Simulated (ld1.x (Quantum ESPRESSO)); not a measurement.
**What the settings do to the TM semilocal potential of Dy (Z = 66)**

Base potential:

dysprosium, norm-conserving Troullier–Martins (semilocal form), made with ld1.x (Quantum ESPRESSO) 7.5 (PBEsol, scalar-relativistic). Core [Kr] 4d10, reference 4f10 5s2 5p6 5d0 6s1 6p0 (charge +1). Waves: 5p (bound): rc 2.20 bohr; 5d (bound, empty): rc 3.55 bohr; 4f (bound): rc 1.30 bohr; 5s (bound): rc 1.80 bohr. Local part: the s channel. Core correction: none.

Occupied shells without a wave of their own: 6s. They enter only through the test configuration that unscreens the potential.

All-electron outer shells of the reference configuration (PBEsol, scalar-relativistic, ld1.x):

```
shell  level (eV)  outermost node (bohr)  outermost maximum (bohr)
   4p     -297.70                   0.28                      0.51
   4d     -159.32                   0.26                      0.53
   5s      -55.47                   0.63                      1.16
   5p      -31.87                   0.67                      1.33
   4f       -9.59                      –                      0.54
   6s       -8.83                   1.56                      3.23
   5d       -6.88                   0.76                      2.01
   6p       -5.39                   1.89                      4.20
```

Cutoffs, loose and tight: the cutoffs (Ry, on a coarse ladder) from which the occupation-weighted sum of valence levels, in a spherical-Bessel basis at the reference potential, stays within 10 and 1 mRy of its value at 400 Ry. They do not see the model core or the augmentation charge, which bear on the density cutoff. Test errors are all-electron minus pseudo excitation energies from the reference, over the configurations 4f10 5s2 5p6 5d0 6s2 6p0; 4f10 5s2 5p6 5d0 6s0 6p0; 4f9 5s2 5p6 5d0 6s0 6p0; 4f8 5s2 5p6 5d0 6s0 6p0; 4f10 5s2 5p6 5d0 6s1.5 6p0; 4f10 5s2 5p6 5d0 6s1 6p1; 4f9 5s2 5p6 5d1 6s2 6p0. A dash means not determined; rows that change the core or the reference have their own tests. The largest error is taken over the tests solved by every variant that gives reliable tests at all: 4f10 5s2 5p6 5d0 6s0 6p0; 4f10 5s2 5p6 5d0 6s1.5 6p0; 4f10 5s2 5p6 5d0 6s2 6p0; 4f8 5s2 5p6 5d0 6s0 6p0; 4f9 5s2 5p6 5d0 6s0 6p0; 4f9 5s2 5p6 5d1 6s2 6p0.

Cutoffs are not given where the Bessel-basis levels miss the radial ones by over 6 mRy, ghosts where they miss by over 20 mRy; a channel whose overlap is not positive is not tested.

A semilocal file is local in each channel, so a ghost entry of none says nothing of the separable form that plane-wave codes build from it.

```csv
change,outcome,"cutoff, loose","cutoff, tight",bound ghosts,largest test error (meV)
base,"generated, misses its reference levels by 0.45 eV",230 Ry,over 300 Ry,none,-966
"all radii scaled by about 0.79 (s 1.42, p 1.74, d 2.80, f 1.02 bohr)",generated,–,–,none,-449
"all radii scaled by about 0.88 (s 1.58, p 1.94, d 3.12, f 1.14 bohr)","generated, misses its reference levels by 0.17 eV",300 Ry,over 300 Ry,none,-478
"all radii scaled by about 1.23 (s 2.22, p 2.72, d 4.38, f 1.60 bohr)","generated, misses its reference levels by 1.57 eV",180 Ry,260 Ry,none,-3740
"all radii scaled by about 1.39 (s 2.50, p 3.06, d 4.92, f 1.80 bohr)","generated, misses its reference levels by 2.64 eV",140 Ry,230 Ry,none,-6109
```

(1) What comes out with this change to the base: all radii scaled by about 1.14 (s 2.04, p 2.50, d 4.04, f 1.48 bohr)?

Results:

(1) outcome: generated, misses its reference levels by 1.04 eV; cutoff, loose: 200 Ry; cutoff, tight: 300 Ry; bound ghosts: none; largest test error (meV): -2399.

Reading the sweep of the scale of all radii (base = 1) (base included, trends over the rows without a ghost): The loose cutoff falls from 300 Ry at 0.88 to 140 Ry at 1.39. A larger radius leaves more room for a smooth pseudo-wave, so fewer plane waves are needed; a smaller one forces it to follow the all-electron wave where it bends sharply.
